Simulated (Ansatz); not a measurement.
Ge₈AsH₁₆⁺, a doped cluster cut from the lattice of germanium (As on a surface site). Total charge 1; singlet. Geometry PBE-D4/def2-SVP; atoms count from 1.

```xyz
25

As   -0.889   -0.059   -1.927
Ge    2.545   -1.140   -0.214
Ge    0.266    2.688    0.717
Ge   -0.962   -1.023    1.848
Ge   -0.774    2.362   -1.476
Ge    1.304   -1.115   -2.324
Ge   -2.218   -1.265   -0.239
Ge    1.208   -2.123    1.582
Ge   -0.863    1.354    2.428
H    -1.642   -0.187   -3.248
H     2.954    0.325    0.086
H     3.809   -1.991   -0.504
H     0.129    4.206    1.004
H     1.762    2.314    0.566
H    -1.808   -1.785    2.909
H     0.011    2.898   -2.699
H    -2.268    2.766   -1.558
H     1.896   -0.247   -3.463
H     0.886   -2.510   -2.854
H    -2.306   -2.695   -0.830
H    -3.590   -0.547   -0.308
H     0.960   -3.617    1.247
H     1.999   -1.999    2.911
H    -2.314    1.880    2.581
H    -0.095    1.511    3.765
```

Question: Estimate the Mulliken populations from the PBE/def2-SVP orbitals of Ansatz.

Answer: 
| atom | charge (e) |
| --- | --- |
| As1 | -0.12 |
| Ge2 | 0.06 |
| Ge3 | 0.06 |
| Ge4 | -0.02 |
| Ge5 | 0.14 |
| Ge6 | 0.14 |
| Ge7 | 0.14 |
| Ge8 | 0.08 |
| Ge9 | 0.08 |
| H10 | 0.09 |
| H11 | 0.00 |
| H12 | 0.03 |
| H13 | 0.03 |
| H14 | 0.00 |
| H15 | 0.04 |
| H16 | 0.03 |
| H17 | 0.03 |
| H18 | 0.03 |
| H19 | 0.03 |
| H20 | 0.03 |
| H21 | 0.03 |
| H22 | 0.01 |
| H23 | 0.02 |
| H24 | 0.01 |
| H25 | 0.02 |
Mulliken values and Mayer orders depend strongly on the basis.

Question: And the Mayer bond orders between bonded heavy atoms (over 0.3)?

Answer: As1–Ge5 0.82 (2.47 Å); As1–Ge6 0.82 (2.47 Å); As1–Ge7 0.83 (2.46 Å); Ge2–Ge6 0.91 (2.45 Å); Ge2–Ge8 0.91 (2.45 Å); Ge3–Ge5 0.91 (2.45 Å); Ge3–Ge9 0.91 (2.45 Å); Ge4–Ge7 0.89 (2.45 Å); Ge4–Ge8 0.90 (2.45 Å); Ge4–Ge9 0.90 (2.45 Å).
